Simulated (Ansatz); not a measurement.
Relaxation of CH4INOSi (9 atoms, charge 0, multiplicity 1), to a largest force component of 0.02 eV/Å in at most 50 steps.

Computed with RKS PBE0/def2-SVP in Ansatz.

```xyz
9
Properties=species:S:1:pos:R:3:forces:R:3
N 1.201 1.385 -0.304 -0.81 0.64 0.33
C 1.024 0.264 -0.853 1.13 2.02 0.82
I 2.292 -0.179 -2.440 0.32 -0.41 -0.61
O 0.222 -0.680 -0.502 -1.37 -2.10 -0.20
Si -1.035 -0.643 0.625 0.41 0.69 1.49
H 0.498 1.593 0.449 0.78 -0.35 -0.59
H -1.615 -1.977 0.815 0.04 -0.35 -0.27
H -2.039 0.351 0.222 -0.27 0.18 -0.28
H -0.458 -0.161 1.972 -0.24 -0.31 -0.70
```

Question: Where does it end, and by what steps?

Answer: It converged. After 9 steps the energy has fallen by 0.200 eV; H9 moved furthest, 0.19 Å.

```csv
step,energy less start (eV),largest force component (eV/Å),accepted
0,0.0000,2.105,yes
1,-0.1610,1.407,yes
2,-0.1893,0.608,yes
3,-0.1948,0.387,yes
4,-0.1984,0.055,yes
5,-0.1988,0.040,yes
6,-0.1996,0.021,yes
7,-0.2000,0.040,yes
8,-0.2002,0.024,yes
9,-0.2004,0.015,yes
```

```xyz
9
Properties=species:S:1:pos:R:3
N 1.124 1.482 -0.392
C 1.029 0.311 -0.824
I 2.340 -0.323 -2.373
O 0.213 -0.685 -0.481
Si -1.020 -0.635 0.693
H 0.455 1.701 0.354
H -1.628 -1.985 0.652
H -2.002 0.425 0.328
H -0.422 -0.337 2.026
```

Run time: 40 s on 2 threads of Intel(R) Xeon(R) Platinum 8375C CPU @ 2.90GHz (Ice Lake), with other jobs on the host, peak memory 0.3 GiB.
